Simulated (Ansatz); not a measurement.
Consider the formal exchange of groups at a Te–Si bond: `B[Te][SiH2]N` + `CC(Cl)Cl` → `B[Te]C` + `N[SiH2]C(Cl)Cl`.

Isolated molecules relaxed with PBE0-D4/def2-TZVP in Ansatz; ΔE leaves out vibrations. CBS: MP2 limit from def2 TZ/QZ plus the TZ coupled-cluster correction, frozen cores. DFT in def2-TZVPP. B3LYP here is the variant with VWN-RPA as its local correlation; programs differ in this. Elements past krypton have def2 core potentials. For Te outer-core shells are correlated without core-valence functions, which leaves a few kJ/mol of doubt a bond. One conformer a species, not always the lowest.

`B[Te][SiH2]N`:

Cartesian coordinates in Å:
```
B -1.110 -1.689 0.837
Te 0.891 -1.310 1.355
Si 1.207 0.747 -0.102
N -0.160 1.259 -0.994
H -1.683 -0.987 0.064
H -1.629 -2.630 1.352
H 1.614 1.844 0.809
H 2.295 0.423 -1.056
H -0.946 1.650 -0.500
H -0.479 0.692 -1.765
```

`CC(Cl)Cl`:

Z-matrix (Å, degrees):
```
C
C 1 1.504
H 1 1.090 2 110.4
H 1 1.091 2 109.6 3 120.1
H 1 1.091 2 109.6 3 -120.1
Cl 2 1.777 1 110.8 3 61.5
Cl 2 1.777 1 110.8 3 -61.5
H 2 1.087 1 112.5 3 180.0
```

`B[Te]C`:

Z-matrix (Å, degrees):
```
C
Te 1 2.142
H 1 1.088 2 107.8
H 1 1.088 2 109.0 3 -119.9
H 1 1.088 2 109.0 3 119.9
B 2 2.085 1 99.2 3 -0.2
H 6 1.192 2 117.3 1 -180.0
H 6 1.193 2 119.7 1 -0.0
```

`N[SiH2]C(Cl)Cl`:

Cartesian coordinates in Å:
```
N -1.225 0.113 -1.253
Si 0.239 0.518 -0.480
C 0.628 -0.531 1.061
Cl 2.162 0.036 1.753
Cl -0.711 -0.385 2.223
H -2.115 0.276 -0.813
H -1.272 -0.622 -1.937
H 1.346 0.281 -1.438
H 0.199 1.910 0.021
H 0.748 -1.595 0.863
```

```json
{"level": "PBE-D4", "ΔE (kJ/mol)": "65.8"}
{"level": "B3LYP-D4", "ΔE (kJ/mol)": "61.8"}
```

**Question.** What does CCSD(T)/CBS give? (Best estimate.)

**Answer.** The calculation gave: +61.3 kJ/mol. The listed levels differ from it by 4.5, 0.5 kJ/mol.

Largest T1 diagnostic among the species: 0.015.

In def2-TZVPP, CCSD(T) changes the Hartree–Fock value by −8.8 kJ/mol (the triples alone add −0.9 kJ/mol) and MP2 by −4.5 kJ/mol. From PBE to PBE0 (25 % exact exchange), in def2-TZVPP and without D4, ΔE moves by +3.9 kJ/mol.
